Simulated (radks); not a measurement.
Trend from Lu3+ to Hg3+: ionisation energy by Delta-SCF between NIST ground configurations, and size. All-electron calculation, non-relativistic Kohn-Sham, r2SCAN, spin-polarised, spherical densities, point nucleus; open shells are filled with parallel spins first (spin-orbit coupling, left out, can overturn this in heavy ions); meta-GGA in the generalised Kohn-Sham scheme. Program: a radial shooting solver on a logarithmic mesh with Libxc functionals.

species  configuration  configuration of the ion  IE (eV)  NIST (eV)       kind  -e(HOMO) (eV)
Lu3+         [Xe] 4f14                 [Xe] 4f13   52.232      45.25  semi-emp.    41.502 (4f)
Hf3+     [Xe] 4f14 5d1                 [Xe] 4f14   33.582      33.37  semi-emp.    28.092 (5d)
Ta3+     [Xe] 4f14 5d2             [Xe] 4f14 5d1   36.471         35     theory    30.658 (5d)
W3+      [Xe] 4f14 5d3             [Xe] 4f14 5d2   39.174       38.2  semi-emp.    33.106 (5d)
Re3+     [Xe] 4f14 5d4             [Xe] 4f14 5d3   41.790         39     theory    35.486 (5d)
Os3+     [Xe] 4f14 5d5             [Xe] 4f14 5d4   44.356         41     theory    37.823 (5d)
Ir3+     [Xe] 4f14 5d6             [Xe] 4f14 5d5   41.928         40     theory    35.697 (5d)
Pt3+     [Xe] 4f14 5d7             [Xe] 4f14 5d6   44.991         43     theory    38.381 (5d)
Au3+     [Xe] 4f14 5d8             [Xe] 4f14 5d7   47.805         45     theory    40.925 (5d)
Hg3+     [Xe] 4f14 5d9             [Xe] 4f14 5d8   50.523       48.6       exp.    43.402 (5d)

Reference values: NIST Atomic Spectra Database (exp. = measured, semi-emp. = semi-empirical, theory = theoretical value adopted there). Relativity is left out here, which matters for elements this heavy. Open shells are spherical and high-spin; term and fine-structure splittings are not resolved.
